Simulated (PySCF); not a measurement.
H$_{12}$Ge$_{5}$S$_{2}$, SMILES `[SH][GeH2][GeH2][GeH2][GeH2][GeH2][SH]`, neutral singlet in the gas phase. 

Z-matrix (Å, degrees):
```
Ge
H 1 1.5466
H 1 1.5466 2 107.36
Ge 1 2.4435 2 109.24 3 118.52
H 4 1.5443 1 109.48 2 61.15
H 4 1.5445 5 108.20 1 -119.38
Ge 4 2.4390 5 109.39 6 -119.10
H 7 1.5463 4 110.80 5 177.34
H 7 1.5464 8 108.40 4 -121.80
S 7 2.2584 8 109.89 9 -120.13
H 10 1.3544 7 94.97 8 59.18
Ge 1 2.4445 2 109.46 3 -118.64
H 12 1.5448 1 109.73 2 -64.46
H 12 1.5466 13 107.76 1 118.67
Ge 12 2.4420 13 109.06 14 117.52
H 15 1.5418 12 111.69 13 54.06
H 15 1.5467 16 109.10 12 -123.38
S 15 2.2585 16 104.16 17 -117.94
H 18 1.3535 15 94.38 16 -176.65
```
Charge 0, multiplicity 1.

All levels are single points at this geometry (B3LYP-D3(BJ)/def2-SVP); Pople sets use spherical d functions. Orbital energies aren't observables, and empty levels follow the basis.

```csv
level,HOMO (eV),LUMO (eV),gap (eV),dipole (D),"vertical IE, Delta-SCF (eV)"
B3LYP-D3(BJ)/def2-TZVP in PySCF,-6.80,-1.55,5.25,1.53,–
PBE-D3(BJ)/def2-TZVP in PySCF,-5.94,-2.10,3.84,1.46,–
B3LYP/3-21G in PySCF,-6.80,-1.48,5.32,2.56,–
B3LYP/6-311+G** (LANL2DZ on Ge) in PySCF,-6.88,-1.54,5.35,1.99,–
B3LYP/LANL2DZ in PySCF,-6.87,-1.50,5.37,2.53,–
BP86/6-31G* in PySCF,-5.90,-2.10,3.79,1.85,–
M06-2X/6-31G* in PySCF,-7.96,-0.52,7.43,2.11,–
SVWN5/6-31G* in PySCF,-5.88,-2.22,3.66,1.92,–
HF/6-31G* in PySCF,-9.29,1.79,11.08,2.28,–
```
